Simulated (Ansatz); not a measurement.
BFH5NSi (`FBN[SiH3]`), relaxed with RKS PBE0-D4/def2-TZVP in Ansatz from a PBE-D4/def2-SVP geometry. The force threshold is 0.005 eV/Å; the program also tests the step.

Charge 0, multiplicity 1.

Start:

```xyz
9

F     1.444   -0.421   -1.486
B     1.513   -0.413   -0.139
N     0.347   -0.084    0.589
Si   -1.233    0.331   -0.112
H     2.570   -0.685    0.402
H     0.424   -0.091    1.609
H    -1.108    1.482   -1.069
H    -1.840   -0.840   -0.833
H    -2.117    0.720    1.039
```

```
        step  energy (eV)  largest force (eV/Å)  largest move (Å)
           1  -12839.0547                 0.473             0.000
           2  -12839.0882                 0.203             0.026
           3  -12839.0921                 0.061             0.010
           4  -12839.0921                 0.059             0.002
5 (rejected)  -12839.0912                 0.128             0.015
           6  -12839.0925                 0.012             0.006
           7  -12839.0926                 0.003             0.014
           8  -12839.0927                 0.022             0.032
           9  -12839.0927                 0.015             0.009
          10  -12839.0927                 0.005             0.006
          11  -12839.0927                 0.004             0.008
```

End:

```xyz
9

F     1.417   -0.488   -1.468
B     1.492   -0.426   -0.134
N     0.343   -0.061    0.577
Si   -1.217    0.334   -0.108
H     2.534   -0.684    0.394
H     0.429   -0.022    1.581
H    -1.120    1.507   -1.011
H    -1.771   -0.814   -0.865
H    -2.109    0.656    1.034
```

Hardware: 2 threads of an Intel Xeon 6975P-C on a shared host. Wall time 21 s, peak host memory 0.33 GiB.
